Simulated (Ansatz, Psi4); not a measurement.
The Psi4 input:
```
memory 2 GB

molecule {
-1 1
C     1.19119079   -0.38292669    0.00717213
C    -0.13122655    0.52167957    0.02064457
N    -1.34791120   -0.10755068    0.08388981
H     2.09946740    0.22915829    0.01714482
H     1.19406526   -1.03706791    0.87919469
H     1.20063277   -1.00631015   -0.88849714
H     0.06822949    1.23865150   -0.89692383
H    -0.02730219    1.17890666    0.90869617
H    -1.45949966   -0.68300083   -0.77374348
}

set {
  basis 6-311g**
  scf_type pk
  puream true
  d_convergence 1e-8
  dft_radial_points 99
  dft_spherical_points 590
}

energy('pbe')
print_variables()
```

Write the same job for Ansatz (a quantum-chemistry and plane-wave program).

This is not unique; one that fits is 
Ansatz 0.2 input:
```yaml
crystal:
  periodic: [false, false, false]
  atoms:
    - {symbol: C, position_ang: [1.19119079, -0.38292669, 0.00717213]}
    - {symbol: C, position_ang: [-0.13122655, 0.52167957, 0.02064457]}
    - {symbol: N, position_ang: [-1.34791120, -0.10755068, 0.08388981]}
    - {symbol: H, position_ang: [2.09946740, 0.22915829, 0.01714482]}
    - {symbol: H, position_ang: [1.19406526, -1.03706791, 0.87919469]}
    - {symbol: H, position_ang: [1.20063277, -1.00631015, -0.88849714]}
    - {symbol: H, position_ang: [0.06822949, 1.23865150, -0.89692383]}
    - {symbol: H, position_ang: [-0.02730219, 1.17890666, 0.90869617]}
    - {symbol: H, position_ang: [-1.45949966, -0.68300083, -0.77374348]}
basis:
  gaussian:
    orbitals: 6-311G__.json
hamiltonian:
  xc: pbe
total_charge: -1
accuracy: high
```
The basis file holds 6-311G** in the JSON format of the Basis Set Exchange.

Both were run: Psi4 gave -134.358126 Eh and Ansatz -134.358126 Eh, 0.000 mEh apart.
